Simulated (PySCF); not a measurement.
**How methods differ on the excitation energy of Os⁺**

Os⁺ [Xe] 4f14 5d6 6s1 (6D) → Os⁺ [Xe] 4f14 5d5 6s1 6p1 (8P), as a difference of total energies. Computed with PySCF 2.14 in aug-cc-pwCVTZ-PP with ECP60MDF (8s8p7d4f3g, 122 functions), with a scalar-relativistic core potential. Correlated levels: valence: 5s2 5p6 frozen; valence and next inner shell: nothing frozen outside the core potential. The calculations carry no spin-orbit coupling.

| method | excitation energy (cm⁻¹) |
| --- | --- |
| UHF | 26678 |
| LDA | 42683 |
| PBE | 42312 |
| PBE0 | 40387 |
| r2SCAN | 38263 |
| B3LYP | 43903 |
| PW91 | 42452 |
| BHandHLYP | 41851 |
| MP2 (valence) | 37020 |
| SCS-MP2 (valence) | 40858 |
| MP2 (valence and next inner shell) | 36588 |
| SCS-MP2 (valence and next inner shell) | 38627 |
